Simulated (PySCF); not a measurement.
Computed IR spectrum (relative IR intensity) of a molecule C2H4NO, multiplicity 2. The structure is a stationary point at PBE-D3(BJ)/def2-SVP. The values are those of a single conformer. Computed with PBE-D3(BJ)/def2-SVP (PySCF). No scaling factor is applied to the harmonic values.

```json
[
 {"ν (cm⁻¹)": "75", "relative intensity": "100"},
 {"ν (cm⁻¹)": "405", "relative intensity": "2.7"},
 {"ν (cm⁻¹)": "501", "relative intensity": "9.0"},
 {"ν (cm⁻¹)": "533", "relative intensity": "6.9"},
 {"ν (cm⁻¹)": "723", "relative intensity": "15"},
 {"ν (cm⁻¹)": "915", "relative intensity": "5.2"},
 {"ν (cm⁻¹)": "1303", "relative intensity": "27"},
 {"ν (cm⁻¹)": "1404", "relative intensity": "28"},
 {"ν (cm⁻¹)": "1522", "relative intensity": "46"},
 {"ν (cm⁻¹)": "1665", "relative intensity": "96"},
 {"ν (cm⁻¹)": "3080", "relative intensity": "3.4"},
 {"ν (cm⁻¹)": "3509", "relative intensity": "19"},
 {"ν (cm⁻¹)": "3651", "relative intensity": "21"}
]
```

Task: Which structure fits?
(A) C[N]C=O
(B) [CH2]C(N)=O
(C) CC([NH])=O

Result: B, [CH2]C(N)=O
